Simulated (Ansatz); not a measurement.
Stretching the Al1–F3 bond in AlF2H (SMILES [F][AlH][F]) (multiplicity 1 held, fragments rigid). Energies count from the point at 1.644 Å.
Geometry at that point (charge 0, multiplicity 1):
```xyz
4

Al    -0.29736    -0.20001    -0.23453
H     -1.37592    -0.92547    -1.08523
F     -0.21998     1.44164    -0.18461
F      0.80237    -1.04991     0.64396
```

Restricted levels (R-, RO-) in cc, def2 and unpolarised 6-31G sets keep to the state of the molecule at rest.

Frozen-core correlation.

Codes used: Ansatz (a quantum-chemistry and plane-wave program). 

Energies in eV.

```json
[
 {"R (Å)": "1.315", "R-HF/cc-pV(T+d)Z": "2.91", "R-PBE/cc-pV(T+d)Z": "3.27", "R-r2SCAN/cc-pV(T+d)Z": "3.12", "R-SCS-MP2/cc-pV(T+d)Z": "3.22"},
 {"R (Å)": "1.480", "R-HF/cc-pV(T+d)Z": "0.42", "R-PBE/cc-pV(T+d)Z": "0.61", "R-r2SCAN/cc-pV(T+d)Z": "0.53", "R-SCS-MP2/cc-pV(T+d)Z": "0.56"},
 {"R (Å)": "1.644", "R-HF/cc-pV(T+d)Z": "0.00", "R-PBE/cc-pV(T+d)Z": "0.00", "R-r2SCAN/cc-pV(T+d)Z": "0.00", "R-SCS-MP2/cc-pV(T+d)Z": "0.00"},
 {"R (Å)": "1.809", "R-HF/cc-pV(T+d)Z": "0.43", "R-PBE/cc-pV(T+d)Z": "0.25", "R-r2SCAN/cc-pV(T+d)Z": "0.32", "R-SCS-MP2/cc-pV(T+d)Z": "0.31"},
 {"R (Å)": "1.973", "R-HF/cc-pV(T+d)Z": "1.18", "R-PBE/cc-pV(T+d)Z": "0.83", "R-r2SCAN/cc-pV(T+d)Z": "0.97", "R-SCS-MP2/cc-pV(T+d)Z": "0.96"},
 {"R (Å)": "2.220", "R-HF/cc-pV(T+d)Z": "2.45", "R-PBE/cc-pV(T+d)Z": "1.87", "R-r2SCAN/cc-pV(T+d)Z": "2.10", "R-SCS-MP2/cc-pV(T+d)Z": "2.13"},
 {"R (Å)": "2.466", "R-HF/cc-pV(T+d)Z": "3.66", "R-PBE/cc-pV(T+d)Z": "2.87", "R-r2SCAN/cc-pV(T+d)Z": "3.17", "R-SCS-MP2/cc-pV(T+d)Z": "3.26"},
 {"R (Å)": "2.877", "R-HF/cc-pV(T+d)Z": "5.33", "R-PBE/cc-pV(T+d)Z": "4.23", "R-r2SCAN/cc-pV(T+d)Z": "4.61", "R-SCS-MP2/cc-pV(T+d)Z": "4.86"},
 {"R (Å)": "3.288", "R-HF/cc-pV(T+d)Z": "6.58", "R-PBE/cc-pV(T+d)Z": "5.19", "R-r2SCAN/cc-pV(T+d)Z": "5.63", "R-SCS-MP2/cc-pV(T+d)Z": "6.07"},
 {"R (Å)": "3.782", "R-HF/cc-pV(T+d)Z": "7.69", "R-PBE/cc-pV(T+d)Z": "5.92", "R-r2SCAN/cc-pV(T+d)Z": "6.42", "R-SCS-MP2/cc-pV(T+d)Z": "7.13"},
 {"R (Å)": "4.439", "R-HF/cc-pV(T+d)Z": "8.72", "R-PBE/cc-pV(T+d)Z": "6.47", "R-r2SCAN/cc-pV(T+d)Z": "6.99", "R-SCS-MP2/cc-pV(T+d)Z": "7.99"},
 {"R (Å)": "5.262", "R-HF/cc-pV(T+d)Z": "9.53", "R-PBE/cc-pV(T+d)Z": "6.78", "R-r2SCAN/cc-pV(T+d)Z": "7.32", "R-SCS-MP2/cc-pV(T+d)Z": "8.35"}
]
```

Doubts at one or more of the structures used: a restricted determinant that unrestricted orbitals would lower (R-HF/cc-pV(T+d)Z, R-PBE/cc-pV(T+d)Z, R-r2SCAN/cc-pV(T+d)Z, R-SCS-MP2/cc-pV(T+d)Z).
